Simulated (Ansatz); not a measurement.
A run for Ansatz (an electronic-structure program): R-CCSD(T)/aug-cc-pV(T+d)Z on BH3 (SMILES B) with ghost functions, monomers drawn apart or pushed together. Files ending in .json are basis or fitting sets from the Basis Set Exchange.

Ansatz 0.2 input:
```yaml
crystal:
  periodic: [false, false, false]
  atoms:
    - {symbol: B, position_ang: [-0.44935254, -0.32521441, 0.66950254]}
    - {symbol: H, position_ang: [0.40567798, -0.88714144, 0.03847326]}
    - {symbol: H, position_ang: [-1.24783784, -1.05692590, 1.19111274]}
    - {symbol: H, position_ang: [-0.87943141, 0.69035951, 0.20214063]}
basis:
  gaussian:
    orbitals: aug-cc-pV_T+d_Z.json
    ghost_atoms:
      - {symbol: S, position_ang: [0.78769155, 0.31991481, 2.53928518]}
      - {symbol: H, position_ang: [-0.04086562, 1.16246930, 3.18423907]}
      - {symbol: H, position_ang: [1.55185780, 1.32593213, 2.07415126]}
magnetization: {spin_polarized: false}
correlation: {method: ccsd_t, electrons: outside_noble_gas}
scf: {lower_state_search: off}
```

Output:

```
WARN ansatz: RAYON_NUM_THREADS=2 ignored (pool sized by the plan → 2); use --threads N
Functional definition: HF
these checks for a lower state are left out or cut short: stability, starts, cluster_reference, orbital_swaps, neighbouring_geometries, increment
integrals: 1.04 GiB planned
1189 factors; integrals over basis functions are off by at most 8.3e-4 eV
mean field: 0.50 GiB planned
mean field evaluation 1: about -717.5519 eV, gradient 1.0e1 eV
mean field evaluation 2: about -717.5519 eV, gradient 1.0e1 eV
mean field evaluation 4: about -717.9896 eV, gradient 3.0e-1 eV
mean field evaluation 8: about -717.9902 eV, gradient 9.7e-5 eV
mean field -717.99015285 eV, -26.3856514462 hartree, gradient 1.1e-6 eV, S^2 0.000000; 0 other end points of the search recorded, 0 dependent functions left out
1 core orbitals not correlated
reference -717.99015285 eV, -26.3856514462 hartree; 3, 3 occupied and 212, 212 virtual orbitals, 1189 factors
second order -3.15772071 eV of doubles, -0.00000000 eV of singles
coupled cluster: 3.10 GiB planned
cycle   1  -3.58863653 eV  change   -4.3e-1 eV  update   4.3e-2
cycle   2  -3.74450900 eV  change   -1.6e-1 eV  update   1.4e-2
cycle   3  -3.74826924 eV  change   -3.8e-3 eV  update   2.7e-3
cycle   4  -3.74798361 eV  change    2.9e-4 eV  update   8.0e-4
cycle   5  -3.74781163 eV  change    1.7e-4 eV  update   2.5e-4
cycle   6  -3.74779810 eV  change    1.4e-5 eV  update   8.0e-5
cycle   7  -3.74781277 eV  change   -1.5e-5 eV  update   2.6e-5
cycle   8  -3.74781689 eV  change   -4.1e-6 eV  update   7.8e-6
cycle   9  -3.74781677 eV  change    1.1e-7 eV  update   2.4e-6
perturbative correction -0.07455019 eV, -0.0027396689 hartree
Total energy: -721.81251982 eV, -26.5261208412 hartree
Checks for a lower state left out: stability, starts, cluster_reference, orbital_swaps, neighbouring_geometries, increment
```

Self-consistency was reached.

Cost: very roughly 50 core-seconds.
